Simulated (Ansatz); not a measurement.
`FB[SiH2][SiH3]` + `[AlH2][SH]` → `[AlH2][S][SiH3]` + `FB[SiH3]` at 500 K and 1 bar (cleavage of the Si–Si bond).

Program: Ansatz. Geometries: PBE0-D4/def2-TZVP. ΔE: electronic, gas phase. CBS: MP2 limit from def2 TZ/QZ plus the TZ coupled-cluster correction, frozen cores. This one scheme is used for every species. One conformer a species, not always the lowest.

```csv
species,CCSD(T)/CBS energy (Eh),H − E (kJ/mol),S (J/(mol·K))
`FB[SiH2][SiH3]`,-706.37300,197.0,424.5
`[AlH2][SH]`,-641.61836,86.7,303.7
`[AlH2][S][SiH3]`,-931.92152,148.1,386.9
`FB[SiH3]`,-416.08982,135.7,341.8
```

H − E and S are ideal-gas, rigid-rotor, harmonic terms from PBE0-D4/def2-TZVP, for one conformer and one mirror image of each species. 1 Eh = 2625.50 kJ/mol, R = 8.31446 J/(mol·K).

**Question.** By hand: ΔE, ΔH, ΔS and ΔG.

**Answer.** ΔE = (-931.92152) + (-416.08982) − (-706.37300) − (-641.61836) = -0.01998 Eh = -52.5 kJ/mol. Δ(H − E) = 148.1 + 135.7 − 197.0 − 86.7 = 0.1, so ΔH = -52.4 kJ/mol. ΔS = 386.9 + 341.8 − 424.5 − 303.7 = 0.5 J/(mol·K). ΔG = -52.4 − 500 × (0.5)/1000 = -52.6 kJ/mol.

**Question.** By hand: the equilibrium constant, and the temperature at which ΔG would vanish if ΔH and ΔS stayed fixed.

**Answer.** log₁₀ K = −ΔG/(RT ln 10) = 5.5. ΔH and −TΔS have one sign here, so there is no such temperature.

The number of gas molecules stays the same, so ΔS is small and ΔH decides. A doubt of 5 kJ/mol in ΔE shifts log₁₀ K by 0.5 here. Other conformers and mirror images would add mixing entropy, several J/(mol·K) or more a flexible species. Modes under 60 cm⁻¹, often nearly free rotors, make the harmonic entropy too high. These are equilibria of isolated gas molecules and say nothing of rates. Largest T1 diagnostic: 0.015 (customary marks: 0.02 for closed shells, 0.045 for open ones).

ΔS is within the doubt of such terms, so its sign, and with it that verdict, could turn.
